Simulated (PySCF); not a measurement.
A GIAO shielding run with PySCF 2.14 (density fitting, non-relativistic, gas phase) on SMILES COC[C@@H]1CC(=O)[SiH2]C1=O, C₆H₁₀O₃Si:

```
$ OMP_NUM_THREADS=1 python probes_run.py task.json out

{"job": {"kind": "nmr", "xc": "PBE0", "basis": "pcSseg-1"}, "charge": 0, "multiplicity": 1}
C      2.159975     0.609651    -1.112395
O      0.934428     0.363623    -0.470900
C      1.047545    -0.278900     0.777564
C     -0.377943    -0.536667     1.272167
C     -1.101874    -1.456710     0.295019
C     -1.325916    -0.705189    -1.008840
O     -1.312922    -1.240059    -2.088307
Si    -1.604974     1.147920    -0.579716
C     -1.045931     0.836972     1.231286
O     -1.124221     1.553357     2.196063
H      2.774776     1.308407    -0.532626
H      2.719930    -0.320504    -1.261642
H      1.920439     1.045790    -2.079617
H      1.598992    -1.225711     0.670175
H      1.589401     0.360800     1.490668
H     -0.346060    -0.941960     2.286662
H     -2.091569    -1.706004     0.687638
H     -0.557569    -2.387357     0.123525
H     -3.039610     1.453334    -0.592641
H     -0.822044     2.129886    -1.307119
```

Hardware: 1 thread of an Intel Xeon, shared host. The job also computes population analyses, field gradients, ring-centre shieldings.

Q: How large is the calculation?

A: 84 electrons, 227 basis functions and 1198 auxiliary functions.

Q: How long does it take, and how much memory does it need?

A: 2.7 min of wall time, with 15 SCF cycles and 6 response iterations; peak memory 0.99 GiB. Times on a shared host scatter by some tens of per cent.
